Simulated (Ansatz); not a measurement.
Mulliken charges of CH3F3Ge, SMILES `F[C](F)(F)[GeH3]` from ωB97M-V/def2-TZVPP in Ansatz (PBE0-D4/def2-TZVP geometry).

```csv
atom,x (Å),y (Å),z (Å),charge (e)
F1,0.500,-0.991,1.592,-0.166
C2,0.688,-0.652,0.306,0.379
F3,0.662,-1.790,-0.407,-0.166
F4,1.933,-0.157,0.210,-0.166
Ge5,-0.690,0.661,-0.332,-0.002
H6,-0.570,1.907,0.550,0.041
H7,-0.374,0.973,-1.796,0.041
H8,-2.058,-0.008,-0.180,0.041
```

Q: By hand: the dipole of these point charges (1 e Å = 4.8032 D).

A: Σ q r = (-0.375, 0.357, -0.173) e Å, of length 0.546 e Å = 2.62 D.

Q: How does the dipole of the full density compare? (An estimate is asked.)

A: The calculation gave: (-0.319, 0.304, -0.147) e Å, 2.23 D; the point charges give 1.17 times that, at 0° from its direction.

Point charges leave out the atoms' own dipoles, such as those of lone pairs, and Mulliken's split depends on the basis, so the two needn't agree.
